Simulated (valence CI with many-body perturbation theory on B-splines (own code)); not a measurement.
Values are calculated unless marked as measured or tabulated.
Lu38+: magnetic and hyperfine properties of the levels

Method: valence CI with perturbative core correlation (CI+MBPT): five valence electrons over a frozen Dirac-Fock core [Ar] 3d10, radial functions for each j: 11 s, 11 p, 10 d, 8 f, 5 g, 2 h, with the one-electron correlation potential Σ1, the two-electron term Σ2, the three-electron term Σ3, Breit, model QED; selected CI, second order for the rest, scaled by the run's own slope (own B-spline code, finite nucleus).

The last digits are not significant, and no measured levels were compared; by estimate large intervals hold to a few tenths of a per cent, small ones and those within an open d or f shell to about a per cent. Among the levels kept, up to 2100 cm⁻¹ of a level comes from second order outside the variational space, and about a tenth of that is noise between levels of different J, which matters for small intervals.

A/g_I is the dipole constant over the nuclear g factor μ/I (μ in nuclear magnetons, uniformly magnetised nucleus), B/Q the quadrupole constant per barn. Both hold the static response of the core; the bare values leave it out. Large factors of s and p1/2 electrons are usually good to 5 to 10 %; those of open d and f shells near neutrality can be off by tens of per cent, and small factors of p3/2, d and f electrons come from cancelling terms and can be off by a factor of two or in sign, in half-filled shells by more. B is blank for J = 1/2, where it vanishes, and for nearly pure S terms. Energies count from the lowest level.

Levels are named by their leading jj configuration (3d3/2^4 stands for four electrons in 3d with j = 3/2), which in mixed levels can hold well under half, so a name can repeat and another be missing. Letters in brackets count levels of one name in rising energy.

```tsv
Level	E (eV)	g	A/g_I (MHz)	A/g_I bare	B/Q (MHz/b)	B/Q bare
(4s^2 4p1/2^2 4p3/2) J=3/2	0.00	1.372	46200	44300	87800	84800
(4s^2 4p1/2 4p3/2^2) J=3/2	70.39	1.452	-20000	-19800	12700	12300
(4s^2 4p1/2 4p3/2^2) J=5/2	75.53	1.196	117000	113000	-220	-199
(4s^2 4p1/2 4p3/2^2) J=1/2	81.98	0.660	393000	380000		
(4s^2 4p1/2^2 4d3/2) J=3/2	142.93	0.798	17100	17300	9700	9660
(4s^2 4p3/2^3) J=3/2	153.28	1.299	49400	47500	-100000	-97000
(4s 4p1/2^2 4p3/2^2) J=5/2	156.23	1.427	198000	192000	7420	7250
(4s^2 4p1/2^2 4d5/2) J=5/2	169.94	1.260	85700	83200	35400	34400
(4s 4p1/2^2 4p3/2^2) J=1/2	174.77	2.136	1150000	1110000		
(4s 4p1/2^2 4p3/2^2) J=3/2	177.02	1.163	-155000	-150000	-21700	-21000
(4s^2 4p1/2 4p3/2 4d3/2) J=3/2 [a]	213.15	0.922	76400	74300	-57500	-55600
(4s^2 4p1/2 4p3/2 4d3/2) J=5/2 [a]	213.17	0.966	90500	87800	-14100	-13500
(4s^2 4p1/2 4p3/2 4d3/2) J=1/2 [a]	213.59	0.227	139000	136000		
(4s^2 4p1/2 4p3/2 4d3/2) J=7/2	218.29	1.054	85300	82700	85900	83200
(4s^2 4p1/2 4p3/2 4d5/2) J=3/2 [a]	226.15	1.503	120000	117000	-50900	-49100
(4s^2 4p1/2 4p3/2 4d5/2) J=7/2 [a]	229.32	1.311	-16900	-16100	102000	98700
(4s^2 4p1/2 4p3/2 4d5/2) J=5/2 [a]	230.80	1.170	147000	143000	-69400	-66900
(4s^2 4p1/2 4p3/2 4d3/2) J=5/2 [b]	231.96	1.258	39000	38000	58200	56300
(4s^2 4p1/2 4p3/2 4d3/2) J=3/2 [b]	232.74	1.191	14300	13800	10700	10200
(4s^2 4p1/2 4p3/2 4d3/2) J=1/2 [b]	233.20	1.626	180000	173000		
(4s^2 4p1/2 4p3/2 4d5/2) J=9/2	234.97	1.198	64100	62100	89600	86900
(4s^2 4p1/2 4p3/2 4d5/2) J=3/2 [b]	244.04	1.209	20000	19800	-42600	-41100
(4s^2 4p1/2 4p3/2 4d5/2) J=1/2	246.74	1.502	-225000	-216000		
(4s^2 4p1/2 4p3/2 4d5/2) J=5/2 [b]	247.00	1.195	40800	39700	-5810	-5360
(4s^2 4p1/2 4p3/2 4d5/2) J=7/2 [b]	247.11	1.104	73200	71000	15400	15200
(4s^2 4p1/2 4p3/2 4d5/2) J=3/2 [c]	250.54	1.146	135000	131000	-23100	-22300
(4s^2 4p1/2 4p3/2 4d5/2) J=5/2 [c]	252.56	1.253	182000	177000	-69500	-67200
(4s 4p1/2 4p3/2^3) J=3/2	259.58	1.064	79300	76800	9440	9190
(4s 4p1/2 4p3/2^3) J=1/2	261.57	1.170	-240000	-232000		
(4s 4p1/2^2 4p3/2 4d3/2) J=5/2 [a]	301.28	1.292	184000	178000	28900	27900
(4s^2 4p3/2^2 4d3/2) J=3/2 [a]	301.95	1.176	34000	32800	-39400	-38300
(4s^2 4p3/2^2 4d3/2) J=1/2	301.99	1.583	76000	72200		
(4s 4p1/2^2 4p3/2 4d3/2) J=3/2 [a]	302.06	1.360	156000	151000	-4220	-4240
(4s 4p1/2^2 4p3/2 4d3/2) J=1/2 [a]	302.09	2.562	649000	627000		
(4s^2 4p3/2^2 4d3/2) J=5/2	302.71	1.199	49800	48300	-9800	-9550
(4s 4p1/2^2 4p3/2 4d3/2) J=7/2	304.17	1.307	184000	179000	80000	77400
(4s^2 4p3/2^2 4d3/2) J=7/2	304.68	1.201	35400	34500	20300	19700
(4s^2 4p3/2^2 4d5/2) J=1/2	306.68	1.319	251000	244000		
(4s^2 4p3/2^2 4d5/2) J=7/2	307.63	1.152	29200	28300	6720	6800
(4s^2 4p3/2^2 4d5/2) J=9/2	308.14	1.239	27500	26800	46200	44900
```

Question: Take the isotope of mass number 176, with I = 7, μ = 3.16 μN and Q = 4.92 b. What is the hyperfine structure of (4s^2 4p1/2 4p3/2^2) J=1/2?

Answer: From the table A = 177000 MHz. Shifts from the centre of gravity in MHz: F = 13/2: -708000, F = 15/2: 620000.
